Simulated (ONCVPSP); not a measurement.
Cs (Z = 55) ONCV: all-electron and pseudo phase curves

ONCVPSP 4.0.1 input, shortened (lines: element, Z, core and valence counts, functional; n l f; lmax; l rc ep ncon nbas qcut; lloc lpopt rc5 dvloc0; l nproj debl; icmod fcfact rcfact), PBE, fully relativistic:

```
  Cs 55.00   10    2        4      upf
    1    0    2.00
    2    0    2.00
    2    1    6.00
    3    0    2.00
    3    1    6.00
    3    2   10.00
    4    0    2.00
    4    1    6.00
    4    2   10.00
    5    0    2.00
    5    1    6.00
    5    2    1.00
    2
    0    4.00    0.30    4    9    1.30
    1    3.00    0.00    4    9    3.80
    2    4.00    0.00    4    7    2.80
    4    2    2.70    6.00
    0    3    3.50
    1    2    2.40
    2    2    0.90
    0    0.00    0.00
```

Open shells are filled in proportion to 2j + 1.

In the s channel the program set the typed energies aside and used 0.050, 3.550, 7.050 Ha.

The phase is arctan(r·R′/R) of the radial function R(r), unwrapped; energies in Ha, scanned from -2 to 5 Ha. A pole is an energy at which the radial function vanishes at the test radius. The pseudo phase is shifted by a multiple of π to meet the all-electron one at the reference energy, and phase errors are pseudo minus all-electron; the curves can meet again beyond the range given. Levels narrower than the energy grid can be missing from the lists of poles.

```tsv
channel	radius (bohr)	reference energy (Ha)	poles, all-electron	poles, pseudo	unbroken range about the reference energy with phases within 0.05 rad	phase error 1 Ha above the reference energy (rad)
s	4.07	0.05	-0.98, 0.56, 2.58	0.86	-0.1 to 0.5	+0.213
p3/2	3.05	-0.48	-0.27, 2.44	-0.27, 2.44	below 3.8	+0.006
p1/2	3.05	-0.54	-0.36, 2.30	-0.36, 2.30	below 3.6	+0.012
d5/2	4.07	-0.02	0.22, 1.61, 3.82	0.22, 1.62, 4.38	below 2.2	+0.000
d3/2	4.07	-0.02	0.21, 1.59, 3.79	0.21, 1.61, 4.37	below 2.2	+0.000
```

Note: no bound ghost flagged but for a GHOST(-) flag that falls on a real empty level of the atom; GHOST(+) flagged for s at 96.6 eV, s at 253.4 eV, s at 404.0 eV, s at 570.9 eV.

Phases in the d3/2 channel:

```csv
E (Ha),all-electron,pseudo
-1.98,1.429,1.429
-1.62,1.411,1.411
-1.26,1.385,1.385
-0.90,1.341,1.341
-0.54,1.244,1.244
-0.18,0.680,0.680
0.18,-1.531,-1.531
0.54,-2.040,-2.038
0.90,-4.316,-4.316
1.26,-4.618,-4.617
1.62,-4.719,-4.715
1.98,-4.813,-4.798
2.34,-5.094,-4.959
2.70,-7.456,-6.585
3.06,-7.737,-7.632
3.42,-7.809,-7.754
3.78,-7.852,-7.804
4.14,-7.893,-7.837
4.50,-7.952,-7.863
4.86,-8.132,-7.889
```
